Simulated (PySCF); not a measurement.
Correlation energy of Cr²⁺ (chromium, charge +2)

[Ar] 3d4, high-spin 5D determinant. All numbers are calculated (PySCF 2.14, no relativity, point nucleus, in aug-cc-pVTZ). Frozen: [Ar]; 4 electrons correlated.

```
  level  correlation energy (mhartree)
   CCSD                         -45.71
    (T)                          -0.37
CCSD(T)                         -46.08
```

Diagnostics: T1 = 0.0040, D1 = 0.0057, largest double amplitude 0.018.

Task: Is a single reference adequate?

Result: Yes: T1 lies below 0.03 and no double amplitude reaches 0.07.
